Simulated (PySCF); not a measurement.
Spin-rotation constants: SMILES O=C[C@@]1(F)CC[Se]1, C₄H₅FOSe

Geometry:
| atom | x (Å) | y (Å) | z (Å) |
| --- | --- | --- | --- |
| O1 | 1.325 | 1.714 | 0.406 |
| C2 | 1.614 | 0.680 | -0.133 |
| C3 | 0.707 | -0.500 | -0.203 |
| F4 | 1.384 | -1.673 | -0.288 |
| C5 | -0.515 | -0.503 | 0.704 |
| C6 | -1.485 | 0.241 | -0.214 |
| Se7 | -0.409 | -0.095 | -1.853 |
| H8 | 2.558 | 0.534 | -0.689 |
| H9 | -0.335 | -0.008 | 1.659 |
| H10 | -0.832 | -1.530 | 0.880 |
| H11 | -1.520 | 1.312 | -0.020 |
| H12 | -2.490 | -0.172 | -0.276 |

Computed, not measured: PySCF, GIAO B97-2/pcSseg-1 magnetisability, rotational g tensor and spin-rotation constants, non-relativistic, gas phase. Geometry: GFN2-xTB.

The calculation is non-relativistic, which matters for the atoms heavier than Zn.

**Question.** Give the nuclear spin-rotation constants along the inertial axes (H = +C I·J) beside the isotropic shieldings.

**Answer.** Rotational constants 2.4146, 1.5511, 1.4418 GHz. A star marks the isotopologue with that one atom substituted, in its own axes.
| atom | isotope | Caa (kHz) | Cbb (kHz) | Ccc (kHz) | mean (kHz) | σ (ppm) |
| --- | --- | --- | --- | --- | --- | --- |
| F4 | 19F | 2.030 | 1.626 | 0.890 | 1.516 | 325.8 |
| H8 | 1H | -0.182 | -0.072 | 0.097 | -0.052 | 22.0 |
| H9 | 1H | -0.028 | -0.124 | -0.111 | -0.088 | 28.5 |
| H10 | 1H | -0.272 | -0.033 | -0.046 | -0.117 | 28.2 |
| H11 | 1H | -0.234 | 0.053 | -0.152 | -0.111 | 28.5 |
| H12 | 1H | -0.076 | -0.186 | -0.038 | -0.100 | 29.0 |
| O1 | 17O* | -0.557 | -1.267 | -0.718 | -0.847 | -236.5 |
| C2 | 13C* | 0.747 | 0.612 | 0.713 | 0.691 | -2.6 |
| C3 | 13C* | 0.696 | 0.341 | 0.456 | 0.498 | 79.6 |
| C5 | 13C* | 0.434 | 0.266 | 0.244 | 0.315 | 147.1 |
| C6 | 13C* | 0.308 | 0.245 | 0.193 | 0.248 | 169.2 |
| Se7 | 77Se* | 4.844 | 2.820 | 4.329 | 3.998 | 1063.0 |

For the geometry as given, no vibrational averaging.

**Question.** How do the rotational constants and the g tensor change when H8, H9, H10, H11, H12 are replaced by deuterium?

**Answer.** Constants 2.1742, 1.4414, 1.3850 GHz; g -0.0208, -0.0190, -0.0238, against -0.0230, -0.0205, -0.0247 before.
